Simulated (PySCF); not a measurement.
## Cr⁺ (chromium, charge +1): UHF calculation

Configuration: [Ar] 3d5, high-spin 6S determinant. All numbers are calculated (PySCF 2.14, the non-relativistic Hamiltonian (point nucleus), in def2-TZVP (6s4p4d1f, 45 functions)).

```
Total energy                                     : -1043.117113 hartree
One-electron energy                              : -1433.2860 hartree
Hartree (Coulomb) energy                         : 437.8392 hartree
Exchange energy                                  : -47.6703 hartree
Kinetic energy                                   : 1043.09524 hartree
⟨S²⟩                                             : 8.7501
⟨L²⟩                                             : 0.000
Sum of ⟨r⟩                                       : 16.59 bohr
Sum of ⟨r²⟩                                      : 20.89 bohr²
Density at the nucleus (Gaussians lack the cusp) : 9060 bohr⁻³
Spin density at the nucleus                      : -0.645 bohr⁻³
Langevin diamagnetic susceptibility              : -16.5 ×10⁻⁶ cm³/mol
Time after the integrals                         : 0.12 s of wall time on 1 thread of Neoverse-V2 (shared host)
```

```tsv
shell	electrons	mean orbital energy (hartree)	rms radius, mean of both spins (bohr)
1s α	1	-220.65432	0.0743
1s β	1	-220.65403	0.0743
2s α	1	-26.52084	0.319
2s β	1	-26.41987	0.319
2p α	3	-22.45274	0.288
2p β	3	-22.35219	0.288
3s α	1	-3.72543	0.982
3s β	1	-3.37760	0.982
3p α	3	-2.53685	1.06
3p β	3	-2.10797	1.06
3d α	5	-0.64946	1.51
```
